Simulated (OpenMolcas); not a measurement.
Pr4+: ligand-field states by method

Pr4+ with 2 ligands (chloride) in linear coordination (D∞h) at 2.35 Å. Ligand basis ANO-RCC-VDZP.

* Program: OpenMolcas
* Basis: ANO-RCC-VDZP [7s6p4d2f1g]
* Scalar Hamiltonian: DKH2, point nucleus
* Active space: 1 electron in 7 orbitals (4f)
* State averaging: 2S+1 = 2 odd, 7 roots
* Spin-orbit coupling: state interaction with AMFI integrals over the reference wave functions

I. CASSCF
II. SS-CASPT2, IPEA 0.25 Eh, imaginary shift 0.1 Eh (closed shells correlated: 5s 5p and the ligand valence shells)

Spin-free states (labels by Λ) in cm-1, each column counted from its own energy of the first state listed:

| State | Degeneracy | I | II |
| --- | --- | --- | --- |
| 2Φ | 2 | 0 | 0 |
| 2Δ | 2 | 748 | 950 |
| 2Π | 2 | 4614 | 5260 |
| 2Σ | 1 | 9803 | 14390 |

From I to II, I's first state of the same spin (2Δ) moves from 748 to 950 cm-1, by about +200 cm-1.

χT at 300 K: I 0.64, II 0.63 cm3 K/mol.

The least metal-like active orbital is 84 % on the metal (Löwdin) and no ligand orbital is active, so the numbers are rough. Splittings of an f shell from a small cluster at a set distance can be off by tens of per cent, mostly too small (holds for II). No measured value stands beside these numbers; the geometry was imposed, not optimised, and the real ion may take another.
